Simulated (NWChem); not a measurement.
**Total energies of Tl**

```
Tl
```
Charge 0, spin multiplicity 2.

Everything below was run with NWChem.

Basis set: def2-TZVP (50 functions).

| method | total energy (Ha) |
|---|---|
| UHF | -171.51500 |
| UMP2 | -171.85950 |
| UB2PLYP | -172.27563 |
| UPBE | -172.53524 |
| UB3LYP | -172.56695 |
| UM06-2X | -172.38488 |

Total energies of different functionals aren't comparable as a measure of quality: only differences taken within one method are. 

Effective core potentials replace the inner electrons of Tl; spin-orbit coupling is left out. The correlated methods keep 4 core orbitals frozen. B3LYP has NWChem's definition, with VWN1-RPA local correlation. The stability of the SCF solutions was not checked. Open-shell Hartree-Fock references start from PBE0 orbitals.
